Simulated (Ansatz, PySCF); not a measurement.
Stepwise substitution at one centre (Al Cl-Br). Gas-phase values, no solvent. Strings in code marks are SMILES.

Quantity: vertical ionisation energy (energy after one electron is removed minus that of the parent at the parent's geometry), in eV.

Level 1: frozen-core MP2/cc-pVTZ // B3LYP-D3(BJ)/def2-TZVP (Ansatz, a program for electronic structure)
Level 2: PBE/6-31G* // B3LYP-D3(BJ)/def2-TZVP (PySCF)
Level 3: SVWN5/6-31G* // B3LYP-D3(BJ)/def2-TZVP (PySCF)
Level 4: minus the HOMO energy of HF/6-31G* // B3LYP-D3(BJ)/def2-TZVP (PySCF)

```
species               level 1  level 2  level 3  level 4
--------------------  -------  -------  -------  -------
`[Cl][Al]([Cl])[Br]`    11.54    10.54    10.71    12.00
```
